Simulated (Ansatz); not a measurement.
```xyz
7

N     0.297   -0.669   -0.788
Si   -0.778    0.355   -0.026
O    -0.530    1.104    1.276
Zn    1.721    0.803    2.430
H     0.094   -1.147   -1.650
H     1.215   -0.860   -0.416
H    -2.018    0.415   -0.826
```

Charge 0, multiplicity 1. The bonds changed during the relaxation, so this is another structure than the one it started from.

Problem. List the CAM-B3LYP/def2-TZVPP orbital energies in eV (Ansatz 0.2.0). (Best estimate.)

Solution. The calculation gave: Occupied: -9449.84, -1802.22, -1148.84, -1012.26, -1012.26, -1012.25, -521.44, -392.44, -146.75, -131.71, -102.20, -102.04, -101.99, -87.95, -87.94, -87.91, -27.62, -26.59, -17.10, -16.70, -13.96, -13.87, -13.87, -13.84, -13.84, -13.57, -11.78, -11.50, -10.37, -10.10, -6.51. Lowest empty: 0.03, 0.42, 0.90, 0.96, 1.64, 2.22, 2.86, 3.68.
